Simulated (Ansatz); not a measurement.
`[OH][Ge]1([F])[CH2][SiH2]1`, relaxed with RKS PBE0-D4/def2-TZVP in the Gaussian-basis code of Ansatz from a PBE-D4/def2-SVP geometry. The force threshold is 0.005 eV/Å; the program also tests the step.

The species carries charge 0 and has multiplicity 1.

Start:

```xyz
10

O     0.345    2.272    0.685
Ge   -0.490    0.706    0.450
F    -2.221    0.962    0.688
C     0.008   -0.255   -1.193
Si    0.446   -1.418    0.316
H     0.347    2.513    1.632
H    -0.812   -0.605   -1.849
H     0.855    0.147   -1.781
H     1.904   -1.660    0.586
H    -0.381   -2.661    0.465
```

Question: How much energy does the relaxation release, and in how many steps? (Best estimate.)

Answer: Computed: 5.42 kJ/mol, in 6 steps.

Question: Which bonds change most? (Best estimate.)

Answer: The calculation gave: C4–Si5 from 1.955 to 1.921 Å; Ge2–Si5 from 2.325 to 2.297 Å; O1–Ge2 from 1.790 to 1.763 Å; Ge2–F3 from 1.766 to 1.739 Å.

Question: Give the relaxed structure. (Best estimate.)

Answer: Ansatz gave: 
```xyz
10

O     0.339    2.239    0.695
Ge   -0.472    0.692    0.459
F    -2.179    0.953    0.674
C     0.011   -0.261   -1.182
Si    0.441   -1.410    0.297
H     0.321    2.528    1.611
H    -0.806   -0.589   -1.822
H     0.845    0.131   -1.763
H     1.879   -1.648    0.570
H    -0.378   -2.634    0.460
```
